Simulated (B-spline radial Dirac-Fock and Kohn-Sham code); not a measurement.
# Binding energies of Fe³⁺ in different valence configurations

These are calculated numbers from an atomic code on a B-spline grid; the model is ΔSCF Dirac-Fock with Breit, self-energy and vacuum polarisation, finite nucleus, configuration average. Correlation energy is missing from these numbers.

Reference: the tabulated ground configuration [Ar] 3d5, with 1s 7166.6 eV, 2s 904.9 eV, 2p3/2 765.2 eV, 3p1/2 110.3 eV, 3p3/2 108.7 eV, 3d 51.04 eV, Kα1 6401.4 eV, Kβ1 7057.9 eV.

Q: One of these configurations gives the following shifts from the reference, in eV: average energy +20.83, 1s +11.65, 2s +12.92, 2p3/2 +12.79, 3p1/2 +9.29, 3p3/2 +9.24, 3d +9.51, Kα1 -1.14, Kβ1 +2.42. Which?
A. [Ar] 3d3 4s2
B. [Ar] 3d4 4s1
C. [Ar] 3d4 4p1

A: C. The others give [Ar] 3d3 4s2: 1s +22.11; [Ar] 3d4 4s1: 1s +10.41.
